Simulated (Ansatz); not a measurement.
Reaction (SMILES): [SeH] (SeH) → H atom + Se atom
B3LYP-D3(BJ)/def2-TZVP geometries, fixed; electronic energies without zero-point terms.

Energies in hartree at MP2 with Ansatz (a first-principles code); the atomisation energy is their sum with the coefficients shown, times 627.509 kcal/mol a hartree. All functions are spherical. Cores are frozen (with 3d on Ga to Br). Open shells are unrestricted. No added dispersion term, no relativity.

```csv
species,coefficient,part,cc-pVDZ,cc-pVTZ,cc-pVQZ
[SeH] (SeH),-1,Hartree-Fock,-2400.37799,-2400.45463,-2400.45803
[SeH] (SeH),-1,correlation,-0.09810,-0.13238,-0.14504
H atom,+1,Hartree-Fock,-0.49928,-0.49981,-0.49995
Se atom,+1,Hartree-Fock,-2399.79713,-2399.87209,-2399.87500
Se atom,+1,correlation,-0.07140,-0.09958,-0.10977
```

Task: Predict the atomisation energy in cc-pV5Z (X = 5): let each Hartree-Fock step shrink by the ratio of the last two, and fit each correlation energy at X = 3 and 4 to E + A/X^3. Compare with the run.

Result: 
- [SeH] (SeH): steps -0.07664 and -0.00340, ratio 0.044, so Hartree-Fock -2400.45818 (run: -2400.45846); A = (-0.13238 - (-0.14504))/(1/27 - 1/64) = 0.5913, correlation -0.14504 - A/64 + A/125 = -0.14955 (run: -0.15057).
- H atom: steps -0.00053 and -0.00014, ratio 0.264, so Hartree-Fock -0.49999 (run: -0.49999).
- Se atom: steps -0.07496 and -0.00291, ratio 0.039, so Hartree-Fock -2399.87511 (run: -2399.87534); A = (-0.09958 - (-0.10977))/(1/27 - 1/64) = 0.4759, correlation -0.10977 - A/64 + A/125 = -0.11340 (run: -0.11446).
Predicted 74.82 kcal/mol; the run in cc-pV5Z gives 74.82, a miss of -0.01. Keeping the value in cc-pVQZ, 74.27, would miss by -0.56. All sums are of the energies as printed.
